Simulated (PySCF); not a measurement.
Compound: C4H9OSi (doublet state).
Numbering: `[H]/[C:1]=[CH:2]\[Si@@H:3]([OH:4])[CH2:5][CH3:6]` (hydrogens: H7 on C1; H8 on C2; H9 on Si3; H10 on O4; H11, H12 on C5; H13, H14, H15 on C6)

Cartesian coordinates in Å at the GFN2-xTB level; atoms count from 1:
```xyz
15
C4H9OSi angstrom
C      2.642   -0.373    1.124
C      1.416    0.022    1.176
Si     0.413    0.750   -0.302
O      1.327    0.830   -1.647
C     -1.019   -0.405   -0.768
C     -2.064   -0.539    0.333
H      3.388   -0.422    0.360
H      0.853   -0.036    2.098
H     -0.036    2.092    0.093
H      2.190    1.233   -1.637
H     -0.630   -1.395   -1.013
H     -1.497   -0.029   -1.674
H     -1.622   -0.961    1.232
H     -2.878   -1.191    0.018
H     -2.487    0.431    0.585
```

The hyperfine couplings belong to this conformer and change with its torsions.

Level of theory: PySCF 2.14.0, UKS B3LYP, pcH-1 on C H O Si, non-relativistic, mean-field spin-orbit, GIAO. Isolated species at its GFN2-xTB geometry (one conformer only). A GFN2-xTB geometry isn't a minimum of the functional, and hyperfine couplings can be far from their values at a DFT geometry. Stability of the SCF solution: not tested.

Q: What is the g tensor, term by term?

A: 
| Δg (ppm) | 1 | 2 | 3 |
| --- | --- | --- | --- |
| relativistic mass correction | -151 | -151 | -151 |
| gauge correction | 24 | 7 | -56 |
| orbital Zeeman/spin–orbit | -682 | -4 | 788 |
| total | -809 | -148 | 582 |

So g = 2.00151, 2.00217, 2.00290 and g_iso = 2.00219; the tensor is rhombic: the two nearest values differ by 48 % of g3 − g1. Axes: g2 points within 11° of the C2–Si3 bond.

Q: At 9.476 GHz, how far is the centre of the isotropic spectrum from where a free electron (g = 2.002319) resonates?

A: B = hν/(g μB) with μB/h = 13.99624 MHz/mT gives 338.13 mT for the free electron and 338.15 mT at g_iso, 0.02 mT higher.

Q: How much does each term add to the isotropic shift?

A: The mass correction -151, the orbital-Zeeman/spin–orbit term 34 and the gauge correction -8 ppm, for a total of -125 ppm. The mass correction is the largest in size. The mass correction is the same along every axis, so the anisotropy comes from the other two: their spans along these axes are 80 (gauge) and 1471 ppm (orbital Zeeman/spin–orbit).

Q: What effective moment and Curie constant follow for a powder?

A: With the mean of g² = 4.0088 and S(S+1) = 0.75: μ_eff = √(⟨g²⟩S(S+1)) = 1.734 μB and χT = 0.12505·⟨g²⟩·S(S+1) = 0.376 cm³ K/mol (cgs; spin-Hamiltonian part alone).

Q: In a frozen sample, at which fields do the three g values resonate at 9.5, 34, 94 and 263 GHz (hyperfine left aside), and which band first spreads them over more than twice a line width of 0.3 mT?

A: 
```
band    GHz  B(g3) mT  B(g2) mT  B(g1) mT  spread mT
   X    9.5    338.89    339.01    339.12       0.24
   Q   34.0   1212.85   1213.29   1213.70       0.84
   W   94.0   3353.18   3354.40   3355.51       2.33
   J  263.0   9381.77   9385.19   9388.29       6.52
```

The spread grows in proportion to the frequency. Q band is the first where it exceeds 0.6 mT.

The Mulliken spin populations are largest on C1 (+0.96), C2 (-0.15), Si3 (+0.09) and H8 (+0.06). C1 is the only atom above +0.15.

The HOMO–LUMO gaps are 5.63 eV among the α and 5.41 eV among the β orbitals.
